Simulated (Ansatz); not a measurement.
WBrO3, that is [WO3Br]- with one electron fewer. The state is a doublet with charge 0. Geometry B3LYP-D4/def2-SVPD; atoms count from 1.

```tsv
atom	x (Å)	y (Å)	z (Å)
W1	0.001	0.033	-0.087
O2	-0.016	1.733	-0.353
O3	1.162	-0.686	-1.140
O4	-1.658	-0.616	-0.669
Br5	0.510	-0.465	2.248
```

In the def2 sets W takes a core potential; there is no spin–orbit coupling. No other spin state of charge 0 was run.

Question: Estimate the Mulliken populations from the PBE0/def2-TZVPD orbitals of Ansatz.

Answer: 
```json
{"atom": "W1", "charge (e)": "1.71", "spin (α − β)": "-0.20", "d electrons": "3.48"}
{"atom": "O2", "charge (e)": "-0.47", "spin (α − β)": "0.12", "d electrons": "–"}
{"atom": "O3", "charge (e)": "-0.46", "spin (α − β)": "0.16", "d electrons": "–"}
{"atom": "O4", "charge (e)": "-0.36", "spin (α − β)": "0.92", "d electrons": "–"}
{"atom": "Br5", "charge (e)": "-0.41", "spin (α − β)": "0.00", "d electrons": "–"}
```
Mulliken values and Mayer orders depend strongly on the basis. With diffuse functions, as here, like atoms can get unlike values, and bond orders can come out too low or too high.

Question: Where does the spin sit?

Answer: Summed by element: W -0.20, O 1.20, Br 0.00, of 1 unpaired in all. Largest on single atoms: O4 0.92, W1 -0.20, O3 0.16.

Question: And the Mayer bond orders between bonded heavy atoms (over 0.3)?

Answer: W1–O2 1.89 (1.72 Å); W1–O3 1.88 (1.72 Å); W1–O4 1.08 (1.87 Å); W1–Br5 0.81 (2.44 Å).
